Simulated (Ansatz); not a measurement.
Program: Ansatz. Geometries: PBE0-D4/def2-TZVP. ΔE: electronic, gas phase. CBS: MP2 limit from def2 TZ/QZ plus the TZ coupled-cluster correction, frozen cores. DFT in def2-TZVPP. HSE06 is defined as in plane-wave codes. def2 core potentials past Kr. For Ga, Nb outer-core shells are correlated without core-valence functions, which leaves a few kJ/mol of doubt a bond. Scalar relativity is left out up to krypton. One conformer a species, not always the lowest.

Consider the redistribution: `[NH]=[Nb]([NH2])([NH2])[NH2]` + `N=[CH][GaH][OH]` → `[NH]=[Nb]([NH2])([NH2])[OH]` + `N=[CH][GaH][NH2]`.

```tsv
level	ΔE (kJ/mol)
r2SCAN-D4	-47.5
BLYP	-43.7
HSE06	-47.4
BHLYP	-50.2
```

Problem. What does CCSD(T)/CBS give? (An estimate is asked.)

Solution. Computed: -48.9 kJ/mol. The listed levels differ from it by 1.4, 5.2, 1.5, -1.3 kJ/mol.

Largest T1 diagnostic among the species: 0.020, so the coupled-cluster value is less sure than usual.

From PBE to PBE0 (25 % exact exchange), in def2-TZVPP and without D4, ΔE moves by −3.3 kJ/mol. In def2-TZVPP, CCSD(T) changes the Hartree–Fock value by +5.8 kJ/mol (the triples alone add +1.8 kJ/mol) and MP2 by +5.7 kJ/mol.
